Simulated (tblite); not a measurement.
Compound: C₅H₈FO (doublet state).
Z-matrix (Å and degrees, GFN2-xTB geometry), rows numbered from 1:
```
C 
C   1  1.5295
O   2  1.4273  1  107.79
C   2  1.4691  1  110.36  3   121.64
C   4  1.2948  2  140.98  1   -89.38
C   5  1.5207  4  125.81  2     1.50
F   6  1.3735  5  110.10  4  -134.44
H   1  1.0864  2  109.54  3   -62.37
H   1  1.0856  2  109.98  3   177.38
H   1  1.0862  2  109.35  3    56.86
H   2  1.1035  1  108.97  3  -118.14
H   3  0.9632  2  109.17  1  -176.22
H   5  1.0840  4  121.36  2  -178.81
H   6  1.0965  5  110.11  4   108.25
H   6  1.0928  5  111.37  4   -14.96
```

Method: GFN2-xTB as coded in tblite; computed harmonic values from a numerical Hessian at the method's own geometry, unscaled. Errors from tens to a few hundred cm⁻¹ against measured bands are possible. One conformer, not necessarily the lowest. Open shells enter through the occupations alone, without spin polarisation, and single modes of such species can be off by tens of per cent.

Harmonic wavenumbers (cm⁻¹): 34.7, 57.8, 132.0, 177.8, 187.0, 305.5, 331.2, 370.5, 407.0, 501.7, 635.8, 754.9, 839.1, 899.5, 938.6, 989.3, 1024.6, 1038.7, 1056.2, 1102.9, 1179.8, 1218.0, 1228.5, 1284.8, 1290.3, 1303.1, 1387.2, 1422.2, 1467.5, 1484.9, 1788.8, 2815.4, 2919.6, 2972.2, 3013.9, 3051.4, 3053.9, 3057.7, 3555.5.

A = 5313, B = 1347, C = 1243 MHz; mass 103.056 u (most abundant isotopes); point group C1, symmetry number 1; spin multiplicity 2.

Task: Zero-point energy?

Result: ½Σν̃ = 25640 cm⁻¹ = 306.72 kJ/mol.

Task: Entropy at 273.15 K, 1 bar (ideal gas, RRHO, classical rotation)?

Result: Translation 164.84, rotation 115.99, vibration 94.89, spin (R ln 2) 5.76: S = 381.5 J/(mol K).

Task: And Cp and H(273.15 K) − H(0)?

Result: Cp = 123.60 J/(mol K), of which vibrations give 90.34 (their classical limit is 39 R = 324.3); H(273.15 K) − H(0) = 22.14 kJ/mol without the zero-point energy, 13.05 from vibrations.

Task: How do the functions run with temperature in this model?

Result: 
| T (K) | S (J/(mol K)) | Cp (J/(mol K)) | H − H(0) (kJ/mol) | G − H(0) (kJ/mol) | ln q(vib) |
| --- | --- | --- | --- | --- | --- |
| 50 | 245.3 | 53.0 | 2.13 | -10.14 | 0.70 |
| 100 | 287.7 | 71.2 | 5.24 | -23.53 | 1.85 |
| 298.15 | 392.6 | 131.4 | 25.33 | -91.74 | 6.19 |
| 373.15 | 424.7 | 154.7 | 36.07 | -122.40 | 7.74 |
| 500 | 475.0 | 189.5 | 57.98 | -179.51 | 10.29 |
| 750 | 561.8 | 238.3 | 111.93 | -309.43 | 15.11 |
| 1000 | 635.0 | 270.1 | 175.74 | -459.28 | 19.58 |

q(vib) and H(0) count from the zero-point level.

Task: Which modes carry the vibrational entropy at 273.15 K?

Result: 34.7 cm⁻¹: 22.46; 57.8 cm⁻¹: 18.23; 132.0 cm⁻¹: 11.50; 177.8 cm⁻¹: 9.16; 187.0 cm⁻¹: 8.77; 305.5 cm⁻¹: 5.20 J/(mol K); the other 33 give 19.57 together.

Task: Blend soft modes into free rotors: weight 1/[1 + (100 cm⁻¹/ν̃)⁴] for the oscillator and the rest for a rotor with moment μB/(μ + B), μ = h/(8π²ν), B = 10⁻⁴⁴ kg m². What vibrational entropy results?

Result: 84.39 J/(mol K) in place of 94.89, which changes −T·S at 273.15 K by +2.87 kJ/mol.

Hindered rotation and anharmonicity are outside this model. Other conformers, if any are populated, would add a mixing term that is left out. The structure is chiral; the term R ln 2 for an equal mix with its mirror image is left out.
